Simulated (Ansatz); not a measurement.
Coupled-cluster run, C2H8BNS (`CN(C)BS`).

```yaml
crystal:
  periodic: [false, false, false]
  atoms:
    - {symbol: C, position_ang: [-1.023472, 0.136199, -0.765798]}
    - {symbol: N, position_ang: [0.119303, -0.128280, 0.070833]}
    - {symbol: C, position_ang: [0.513891, -1.519455, 0.044019]}
    - {symbol: B, position_ang: [0.819679, 0.799835, 0.838991]}
    - {symbol: S, position_ang: [0.524428, 2.578812, 1.015610]}
    - {symbol: H, position_ang: [-1.323888, 1.179970, -0.706541]}
    - {symbol: H, position_ang: [-0.802723, -0.096664, -1.814147]}
    - {symbol: H, position_ang: [-1.877274, -0.479625, -0.460253]}
    - {symbol: H, position_ang: [1.377503, -1.673793, 0.688183]}
    - {symbol: H, position_ang: [0.775162, -1.832202, -0.974098]}
    - {symbol: H, position_ang: [-0.302917, -2.163780, 0.390662]}
    - {symbol: H, position_ang: [1.749831, 0.418430, 1.486586]}
    - {symbol: H, position_ang: [-0.529123, 2.745751, 0.200655]}
basis:
  gaussian: {orbitals: def2-SVP}
correlation: {method: ccsd_t}
```

```sh
$ ansatz run in.yaml --threads 4 --pin off --events-out ev --progress --plain --max-ram 10444MiB
```

The program prints (abridged):

```
Functional definition: HF
1150 factors; integrals over basis functions are off by at most 1.5e-3 eV
mean field evaluation 1: about -15150.6261 eV, gradient 2.8e1 eV
mean field evaluation 2: about -15150.7699 eV, gradient 2.8e1 eV
mean field evaluation 4: about -15153.2734 eV, gradient 4.6e0 eV
mean field evaluation 8: about -15153.3307 eV, gradient 1.5e-4 eV
mean field -15153.33069473 eV, -556.8746317348 hartree, gradient 4.4e-6 eV, S^2 0.000000; 0 other end points of the search recorded, 0 dependent functions left out
9 core orbitals not correlated: weight in the atoms' cores, before any rotation towards them, 1.000 or more for the frozen orbitals, at most 0.000 for the correlated occupied ones
reference -15153.33069473 eV, -556.8746317348 hartree; 15, 15 occupied and 90, 90 virtual orbitals, 1150 factors
second order -18.42653330 eV of doubles, -0.00000000 eV of singles
cycle   1  -19.52139208 eV  change    -1.1e0 eV  update   9.8e-2
cycle   2  -20.05633953 eV  change   -5.3e-1 eV  update   2.8e-2
cycle   3  -20.15588972 eV  change   -1.0e-1 eV  update   1.4e-2
cycle   4  -20.15090553 eV  change    5.0e-3 eV  update   4.2e-3
cycle   5  -20.15076257 eV  change    1.4e-4 eV  update   1.7e-3
cycle   6  -20.15031334 eV  change    4.5e-4 eV  update   5.1e-4
cycle   7  -20.15014860 eV  change    1.6e-4 eV  update   1.7e-4
cycle   8  -20.15018633 eV  change   -3.8e-5 eV  update   5.8e-5
cycle   9  -20.15018056 eV  change    5.8e-6 eV  update   2.2e-5
perturbative correction -0.61341057 eV, -0.0225424225 hartree
Total energy: -15174.09428585 eV, -557.6376796346 hartree
```

Run time 4.7 s (4 threads of an Intel Xeon Platinum 8488C on a shared host); peak host memory 0.61 GiB.

MP2 recovers 88.7 % of the CCSD(T) correlation energy and the triples give 3.0 %; T1 = 0.0122.
